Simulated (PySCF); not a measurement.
Correlation energy of Au⁺ (gold, charge +1)

[Xe] 4f14 5d9 6s1, high-spin 3D determinant (an excited configuration). Computed with PySCF 2.14 in def2-TZVPPD with the def2 core potential (60 electrons) (6s5p3d2f1g, 59 functions), with a scalar-relativistic core potential. Frozen: 5s2 5p6; 10 electrons correlated.

```csv
level,correlation energy (mhartree)
CCSD,-284.80
(T),-9.41
CCSD(T),-294.21
```

Diagnostics: T1 = 0.0079, D1 = 0.0296, largest double amplitude 0.024.

Question: Is a single reference adequate?

Answer: Yes, within this model without spin-orbit coupling: T1 lies below 0.03 and no double amplitude reaches 0.07.
